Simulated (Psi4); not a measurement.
Cl3Hf (SMILES [Cl][Hf]([Cl])[Cl]), doublet, geometry from GFN2-xTB (such geometries of metal compounds can be far from the true shape) (the multiplicity is a formal guess) (core potentials on Hf); B3LYP/def2-SV(P) (Psi4 1.11).

The Psi4 input:
```
memory 2 GB

molecule {
0 2
Hf    0.01051944    0.02914568    0.01984243
Cl    2.09026137   -0.41942768   -0.58839538
Cl   -0.85965547   -0.97389274    1.78992925
Cl   -1.27515882    1.26987989   -1.28557238
}

set {
  basis def2-sv(p)
  reference uks
}

energy('b3lyp')
print_variables()
```

Problem. What does Psi4 print? Leave out banner, timings and long lists.

Solution. 
```
   => Loading Basis Set <=

    Name: DEF2-SV(P)
    Role: ORBITAL
    Keyword: BASIS

    !!!  WARNING: ECP capability is in beta. Please check occupations closely.  !!!

         ---------------------------------------------------------
                                   SCF
               by Justin Turney, Rob Parrish, Andy Simmonett
                          and Daniel G. A. Smith
                              UKS Reference
         ---------------------------------------------------------

  ==> Geometry <==

    Molecular point group: c1
    Full point group: C1

    Geometry (in Angstrom), charge = 0, multiplicity = 2:

       Center              X                  Y                   Z               Mass
    ------------   -----------------  -----------------  -----------------  -----------------
         HF           0.009343491780     0.025887540946     0.017624280884   179.946557000000
         CL           2.089085421780    -0.422685819054    -0.590613529116    34.968852682000
         CL          -0.860831418220    -0.977150879054     1.787711100884    34.968852682000
         CL          -1.276334768220     1.266621750946    -1.287790529116    34.968852682000

  Running in c1 symmetry.

  Rotational constants: A =      0.06561  B =      0.06561  C =      0.03287 [cm^-1]
  Rotational constants: A =   1966.86719  B =   1966.86719  C =    985.43508 [MHz]
  Nuclear repulsion =  266.158368671963501

  Charge       = 0
  Multiplicity = 2
  Electrons    = 63
  Nalpha       = 32
  Nbeta        = 31

  ==> Algorithm <==

  SCF Algorithm Type is DF.
  DIIS enabled.
  MOM disabled.
  Fractional occupation disabled.
  Guess Type is SAD.
  Energy threshold   = 1.00e-06
  Density threshold  = 1.00e-06
  Integral threshold = 1.00e-12

  ==> Primary Basis <==

  Basis Set: DEF2-SV(P)
    Blend: DEF2-SV(P)
    Number of shells: 35
    Number of basis functions: 79
    Number of Cartesian functions: 84
    Spherical Harmonics?: true
    Max angular momentum: 2

  Core potential: DEF2-SV(P)
    Number of shells: 4
    Number of ECP primitives: 10
    Number of ECP core electrons: 60
    Max angular momentum: 3

  ==> DFT Potential <==

   => LibXC <=

    Version 7.1.2
    S. Lehtola, C. Steigemann, M. J. T. Oliveira, and M. A. L. Marques,  SoftwareX 7, 1–5 (2018) (10.1016/j.softx.2017.11.002)

   => Composite Functional: B3LYP <=

    B3LYP Hyb-GGA Exchange-Correlation Functional

    P. J. Stephens, F. J. Devlin, C. F. Chabalowski, and M. J. Frisch,  J. Phys. Chem. 98, 11623 (1994) (10.1021/j100096a001)

    Deriv               =              1
    GGA                 =           TRUE
    Meta                =          FALSE

    Exchange Hybrid     =           TRUE
    MP2 Hybrid          =          FALSE

   => Exchange Functionals <=

    0.0800   Slater exchange
    0.7200         Becke 88

   => Exact (HF) Exchange <=

    0.2000               HF

   => Correlation Functionals <=

    0.1900   Vosko, Wilk & Nusair (VWN5_RPA)
    0.8100   Lee, Yang & Parr

   => LibXC Density Thresholds  <==

    XC_HYB_GGA_XC_B3LYP:  1.00E-15

   => Molecular Quadrature <=

    Radial Scheme          =       TREUTLER
    Pruning Scheme         =           NONE
    Nuclear Scheme         =       TREUTLER

    Blocking Scheme        =         OCTREE
    BS radius alpha        =              1
    Pruning alpha          =              1
    Radial Points          =             75
    Spherical Points       =            302
    Total Points           =          86994
    Total Blocks           =            750
    Max Points             =            256
    Max Functions          =             72
    Weights Tolerance      =       1.00E-15

   => Loading Basis Set <=

    Name: (DEF2-SV(P) AUX)
    Role: JKFIT
    Keyword: DF_BASIS_SCF

  ==> Integral Setup <==

  SCF_SUBTYPE=INCORE selected. In-core MEM_DF algorithm will be used.
  Using in-core AOs.

  ==> MemDFJK: Density-Fitted J/K Matrices <==

    J tasked:                   Yes
    K tasked:                   Yes
    wK tasked:                   No
    Algorithm:                 Core
    Schwarz Cutoff:           1E-12
    Mask sparsity (%):       7.1142
    Fitting Condition:        1E-10

   => Auxiliary Basis Set <=

  Basis Set: (DEF2-SV(P) AUX)
    Blend: DEF2-UNIVERSAL-JKFIT
    Number of shells: 159
    Number of basis functions: 611
    Number of Cartesian functions: 806
    Spherical Harmonics?: true
    Max angular momentum: 6

  Minimum eigenvalue in the overlap matrix is 1.4659993720E-02.
  Reciprocal condition number of the overlap matrix is 3.8171443191E-03.
    Using symmetric orthogonalization.

  ==> Pre-Iterations <==

  SCF Guess: Superposition of Atomic Densities via on-the-fly atomic UHF (no occupation information).

   -------------------------
    Irrep   Nso     Nmo
   -------------------------
     A         79      79
   -------------------------
    Total      79      79
   -------------------------

  ==> Iterations <==

                           Total Energy        Delta E     RMS |[F,P]|

   @DF-UKS iter SAD: -1428.29233429726560   -1.42829e+03   0.00000e+00
   @DF-UKS iter   1: -1428.34838669553142   -5.60524e-02   4.58621e-03 DIIS/ADIIS
   @DF-UKS iter   2: -1428.36631735093442   -1.79307e-02   3.94237e-03 DIIS/ADIIS
   @DF-UKS iter   3: -1428.40909862709645   -4.27813e-02   1.12930e-03 DIIS/ADIIS
   @DF-UKS iter   4: -1428.41425672009541   -5.15809e-03   1.32009e-04 DIIS/ADIIS
   @DF-UKS iter   5: -1428.41434481072747   -8.80906e-05   4.27924e-05 DIIS
   @DF-UKS iter   6: -1428.41435636542769   -1.15547e-05   1.24272e-05 DIIS
   @DF-UKS iter   7: -1428.41436013790394   -3.77248e-06   5.22479e-06 DIIS
   @DF-UKS iter   8: -1428.41436117989201   -1.04199e-06   1.80800e-06 DIIS
   @DF-UKS iter   9: -1428.41436129000749   -1.10115e-07   7.75644e-07 DIIS
  Energy and wave function converged.

  ==> Post-Iterations <==

   Electrons on quadrature grid:
      Nalpha   =   32.0000022905 ; deviation = 2.290e-06
      Nbeta    =   31.0000022711 ; deviation = 2.271e-06
      Ntotal   =   63.0000045616 ; deviation = 4.562e-06

   @Spin Contamination Metric:   1.260153718E-03
   @S^2 Expected:                7.500000000E-01
   @S^2 Observed:                7.512601537E-01
   @S   Expected:                5.000000000E-01
   @S   Observed:                5.000000000E-01

    Orbital Energies [Eh]
    ---------------------

    Alpha Occupied:

[...]
    Alpha Virtual:

[...]
    Beta Occupied:

[...]
      31A     -0.345560

    Beta Virtual:

[...]
    Final Occupation by Irrep:
              A
    DOCC [    31 ]
    SOCC [     1 ]
    NA   [    32 ]
    NB   [    31 ]

  @DF-UKS Final Energy: -1428.41436129000749

   => Energetics <=

    Nuclear Repulsion Energy =            266.1583686719635011
    One-Electron Energy =               -2515.7697555167223982
    Two-Electron Energy =                 894.4586376492768522
    DFT Exchange-Correlation Energy =     -73.2616120945256171
    Empirical Dispersion Energy =           0.0000000000000000
    VV10 Nonlocal Energy =                  0.0000000000000000
    Total Energy =                      -1428.4143612900074913

  UHF NO Occupations:
  HONO-2 :   30  A 1.9998096
  HONO-1 :   31  A 1.9998095
  HONO-0 :   32  A 1.0000000
  LUNO+0 :   33  A 0.0001905
  LUNO+1 :   34  A 0.0001904
  LUNO+2 :   35  A 0.0001509
  LUNO+3 :   36  A 0.0000343

Computation Completed

Properties will be evaluated at   0.000000,   0.000000,   0.000000 [a0]

Properties computed using the SCF density matrix

 Multipole Moments:

 ------------------------------------------------------------------------------------
     Multipole            Electronic (a.u.)      Nuclear  (a.u.)        Total (a.u.)
 ------------------------------------------------------------------------------------

 L = 1.  Multiply by 2.5417464519 to convert [e a0] to [Debye]
 Dipole X            :          1.3525967           -1.3327314            0.0198652
 Dipole Y            :          3.7477335           -3.6925317            0.0552018
 Dipole Z            :          2.5515031           -2.5138817            0.0376214
 Magnitude           :                                                    0.0696939

 ------------------------------------------------------------------------------------

  Variable Map:
  ----------------------------------------------------------------------------
[...]
  Array Variable Map:
  ----------------------------------------------------------------------------
[...]
[...]
```
